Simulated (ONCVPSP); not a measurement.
**What the settings do to the ONCV potential of Sb (Z = 51)**

Base potential:

* Element: Sb
* Generator: ONCVPSP 4.0.1
* Type: optimised norm-conserving Vanderbilt (ONCV)
* Functional: BLYP
* Relativity: scalar-relativistic
* Frozen core: [Ar] 3d10
* Valence charge: 23
* Reference configuration: 4s2 4p6 4d10 5s1 5p4
* Partial waves: 4s+5s: rc 1.40 bohr, ncon 4, nbas 8, qcut 6.5 1/bohr, 2 projectors; 4p+5p: rc 1.20 bohr, ncon 4, nbas 7, qcut 10.5 1/bohr, 3 projectors, debl 1.2 Ha; 4d: rc 1.40 bohr, ncon 4, nbas 9, qcut 11.4 1/bohr, 2 projectors, debl 1.4 Ha
* Local potential: polynomial inside 1.00 bohr (lpopt 4, dvloc0 2 Ha)
* Core correction: none

Cutoffs, loose and tight: the cutoffs (Ha) at which the residual kinetic energy of the hardest occupied pseudo-wave falls to 1 and 0.1 mHa per electron. They do not see the model core or the augmentation charge, which bear on the density cutoff. Test errors are all-electron minus pseudo excitation energies from the reference, over the configurations 4s2 4p6 4d10 5s2 5p3; 4s2 4p6 4d10 5s2 5p2; 4s2 4p6 4d10 5s2 5p1; 4s2 4p6 4d10 5s2 5p2.5. A dash means not determined; rows that change the core or the reference have their own tests.

A true bound ghost makes a file unfit for plane-wave use even where its test errors are small: the radial tests pick states by their node count and pass the ghost by.

| change | outcome | cutoff, loose | cutoff, tight | bound ghosts | GHOST(+) flags above zero | largest test error (meV) |
| --- | --- | --- | --- | --- | --- | --- |
| base | generated | 45 Ha | 93 Ha | none | p | -3.5 |
| all radii scaled by about 0.77 (s 1.08, p 0.92, d 1.08 bohr); local potential polynomial inside 0.78 bohr (lpopt 4, dvloc0 2 Ha) | generated | 144 Ha | 170 Ha | p | s | -3.5 |
| all radii scaled by about 0.85 (s 1.20, p 1.02, d 1.20 bohr); local potential polynomial inside 0.86 bohr (lpopt 4, dvloc0 2 Ha) | generated | 103 Ha | 130 Ha | none | s, p | -3.0 |
| all radii scaled by about 0.90 (s 1.26, p 1.08, d 1.26 bohr); local potential polynomial inside 0.90 bohr (lpopt 4, dvloc0 2 Ha) | generated | 62 Ha | 121 Ha | none | p | -2.9 |
| all radii scaled by about 1.05 (s 1.48, p 1.26, d 1.48 bohr); local potential polynomial inside 1.06 bohr (lpopt 4, dvloc0 2 Ha) | generated | 43 Ha | 63 Ha | none | none | -2.9 |
| all radii scaled by about 1.13 (s 1.58, p 1.36, d 1.58 bohr); local potential polynomial inside 1.14 bohr (lpopt 4, dvloc0 2 Ha) | generated | 42 Ha | 48 Ha | none | none | -3.0 |
| all radii scaled by about 1.19 (s 1.66, p 1.42, d 1.66 bohr); local potential polynomial inside 1.18 bohr (lpopt 4, dvloc0 2 Ha) | generated | 40 Ha | 47 Ha | none | none | -3.3 |
| all radii scaled by about 1.26 (s 1.76, p 1.52, d 1.76 bohr); local potential polynomial inside 1.26 bohr (lpopt 4, dvloc0 2 Ha) | generated | 39 Ha | 45 Ha | none | none | -3.5 |
| all radii scaled by about 1.30 (s 1.82, p 1.56, d 1.82 bohr); local potential polynomial inside 1.30 bohr (lpopt 4, dvloc0 2 Ha) | generated | 38 Ha | 44 Ha | none | none | -3.2 |

Reading the sweep of the scale of all radii (base = 1) (base included, trends over the rows without a ghost): The loose cutoff falls from 103 Ha at 0.85 to 38 Ha at 1.3. A larger radius leaves more room for a smooth pseudo-wave, so fewer plane waves are needed; a smaller one forces it to follow the all-electron wave where it bends sharply. The median size of the test errors (rows with all tests solved) stays near 0.7 meV. Bound ghosts are found at 0.77.
